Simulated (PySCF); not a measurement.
Br3Re, SMILES [Br][Re]([Br])[Br] (connectivity only; charge and spin as stated), neutral, multiplicity 5.

The structure is a stationary point at r2SCAN-D4/def2-SVP. A frequency run showed that this geometry is not a minimum. The spin state was assumed, not searched. The def2 effective core potentials stand for the cores of Re; spin–orbit coupling is left out.

Computed with TDA-PBE/def2-SVPD in PySCF.

Vertical excitations. The molecule is in vacuum.

Q: Give excitation energies, oscillator strengths and character. (The exact figures need the calculation; the answer reports its results.)

A: 
```
state    energy (eV)  λ (nm)      f                             main pairs
-------  -----------  ------  -----  -------------------------------------
root 1          0.78    1587  0.002                      α HOMO→LUMO 100 %
root 2          1.45     856  0.000                    α HOMO−1→LUMO 100 %
root 3          1.83     679  0.001                     α HOMO−2→LUMO 99 %
root 4          2.74     453  0.000                      β HOMO→LUMO 100 %
root 5          2.88     431  0.002                     α HOMO−3→LUMO 98 %
root 6          2.94     422  0.004  α HOMO−4→LUMO 88 %, β HOMO→LUMO+4 6 %
root 7          2.97     417  0.000                    β HOMO→LUMO+1 100 %
root 8          3.07     404  0.005                     β HOMO−1→LUMO 98 %
root 9          3.20     387  0.000                     β HOMO→LUMO+2 95 %
root 10         3.23     384  0.001                     β HOMO−2→LUMO 88 %
```
Unrestricted roots are not spin-pure.
